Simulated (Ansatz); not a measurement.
`[SiH3][O][Mg][SH]`. Total charge 0; spin multiplicity 1.

```xyz
8

Si   -0.368   -1.788   -0.356
O    -0.170   -0.233    0.026
Mg    0.053    1.489    0.445
S     0.310    3.685    0.997
H    -0.434   -1.978   -1.835
H     0.760   -2.619    0.156
H    -1.630   -2.332    0.225
H     1.480    3.777    0.341
```

**Question.** What are the harmonic wavenumbers in cm⁻¹ at PBE0-D4/def2-TZVP (Ansatz, finite differences of forces, unscaled)? (Estimate.)

**Answer.** The calculation gave: 5, 50, 50, 133, 142, 305, 539, 613, 734, 734, 958, 958, 998, 1103, 2184, 2184, 2197, 2699.
